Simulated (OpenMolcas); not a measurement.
Ti2+ (d2) among equal point charges was computed by CASSCF with the d shell active (OpenMolcas, ANO-RCC-VDZP on the metal). Its lowest spin-free states, and all those of the highest spin:

| 2S+1 | Degeneracy | E (cm-1) |
| --- | --- | --- |
| 3 | 3 | 0.0 |
| 1 | 3 | 10556 |
| 3 | 3 | 10637 |
| 1 | 2 | 10832 |
| 3 | 3 | 21673 |
| 1 | 1 | 21685 |
| 1 | 3 | 23735 |
| 3 | 1 | 24569 |
| 1 | 3 | 26443 |
| 1 | 2 | 39118 |
| 1 | 1 | 56962 |

Problem. Is the site octahedral, tetrahedral or cube-like, axial, or of lower symmetry?

Solution. The states with 2S+1 = 3 have orbital degeneracies 3, 3, 3, 1. Threefold states need a cubic site. For d2 at this spin an octahedron puts the threefold T1 below the threefold T2 and a tetrahedron or cube puts the single A2 below the threefold T2, so the site is octahedral. The run had Ti2+ among 6 point charges of -2.2 e arranged as an octahedron (Oh), 2.07 Å from the ion.

An orbital triplet at a regular site is open to Jahn-Teller coupling, which can distort the site and quench the lowest spin-orbit gaps and is left out. Without dynamic correlation the repulsion within the d shell is too large (B by tens of per cent), so at a given field states of lower spin stand too high. Point charges carry no covalency, so the field is a model and not that of real ligands. No measured value stands beside these numbers.
